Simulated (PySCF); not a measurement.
Partial charges of `C#C[Si@@H]([SiH2]Cl)[Si@H]([SiH3])NC`

Compound: C3H12ClNSi4.
Structure used (GFN2-xTB), in Å, numbered top down from 1:
```xyz
21
C3H12ClNSi4 angstrom
C     -2.9064    2.4807   -0.6818
C     -2.3312    1.6954    0.0257
Si    -1.4018    0.4949    1.0940
Si    -2.5243   -1.5391    0.9490
Cl    -1.4076   -2.7964   -0.2264
Si     0.8198    0.6081    0.3787
Si     1.1838    1.1659   -1.8556
N      1.4289   -0.9366    0.8711
C      2.8380   -1.2368    0.8127
H     -3.4140    3.1689   -1.2961
H     -1.6660    1.0240    2.4510
H     -3.8424   -1.5436    0.3122
H     -2.6770   -2.2821    2.2031
H      1.5849    1.5209    1.2606
H      2.5655    1.5559   -2.1716
H      0.8867    0.0380   -2.7480
H      0.3285    2.2783   -2.2753
H      0.8830   -1.7510    0.6267
H      3.1820   -1.4679   -0.2026
H      3.0670   -2.0884    1.4556
H      3.3937   -0.3724    1.1714
```

Density: PBE0/pcSseg-1 (PySCF); schemes: Mulliken, IAO, Hirshfeld and ESP-fitted. Isolated species at its GFN2-xTB geometry (one conformer only).

Q: For which atoms does the sign change between the 4 schemes (beyond +0.03 e in one, beyond −0.03 e in another)?

A: For none.

Q: At which atom do the 4 schemes differ most?

A: At N8: from -0.692 (Mulliken) to -0.251 e (Hirshfeld), 0.441 e apart.

Q: Give the atomic charges in each scheme.

A: In e:

```csv
atom,environment,Mulliken,IAO,Hirshfeld,ESP-fitted
C1,terminal alkyne carbon,-0.220,-0.198,-0.087,-0.425
C2,alkyne carbon,-0.168,-0.316,-0.163,-0.016
Si3,SiH silicon,+0.186,+0.319,+0.197,-0.003
Si4,chlorine-bound silicon,+0.455,+0.530,+0.270,+0.346
Cl5,silicon-bound chlorine,-0.351,-0.330,-0.118,-0.235
Si6,SiH silicon,+0.339,+0.503,+0.228,+0.323
Si7,SiH3 silicon,+0.203,+0.244,+0.197,+0.191
N8,silicon-bound nitrogen,-0.692,-0.664,-0.251,-0.578
C9,N-methyl carbon,-0.105,-0.298,-0.069,-0.218
H10,alkyne hydrogen,+0.062,+0.203,+0.098,+0.320
H11,Si–H hydrogen,+0.007,-0.073,-0.065,0.000
H12,Si–H hydrogen,-0.028,-0.092,-0.065,-0.042
H13,Si–H hydrogen,-0.044,-0.103,-0.072,-0.064
H14,Si–H hydrogen,-0.034,-0.104,-0.077,-0.062
H15,Si–H hydrogen,-0.058,-0.093,-0.074,-0.073
H16,Si–H hydrogen,-0.057,-0.095,-0.076,-0.069
H17,Si–H hydrogen,-0.056,-0.092,-0.077,-0.071
H18,N–H hydrogen,+0.218,+0.250,+0.081,+0.349
H19,methyl hydrogen,+0.107,+0.120,+0.033,+0.099
H20,methyl hydrogen,+0.119,+0.146,+0.046,+0.106
H21,methyl hydrogen,+0.117,+0.143,+0.044,+0.123
```

Mean size of the charges over all atoms: IAO 0.234 e, ESP-fitted 0.177 e, Mulliken 0.173 e, Hirshfeld 0.114 e. Each set sums to the total charge, 0, to within 0.001 e. The IAO scheme projects the occupied orbitals on a minimal set of polarised atomic orbitals and counts the electrons in each atom's part of it. The ESP scheme is a least-squares fit of atom-centred charges to the potential on four shells outside the van der Waals surface, with the total charge fixed.

Q: How many electrons does the IAO scheme count on Si3?

A: Z − q = 14 − (+0.319) = 13.681.

Q: How closely do the schemes follow one another over all atoms?

A: Correlation coefficient and root-mean-square difference: IAO with Hirshfeld 0.96, 0.160 e; Mulliken with IAO 0.96, 0.087 e; Mulliken with Hirshfeld 0.90, 0.131 e; Mulliken with ESP-fitted 0.90, 0.106 e; IAO with ESP-fitted 0.88, 0.134 e; Hirshfeld with ESP-fitted 0.81, 0.150 e.
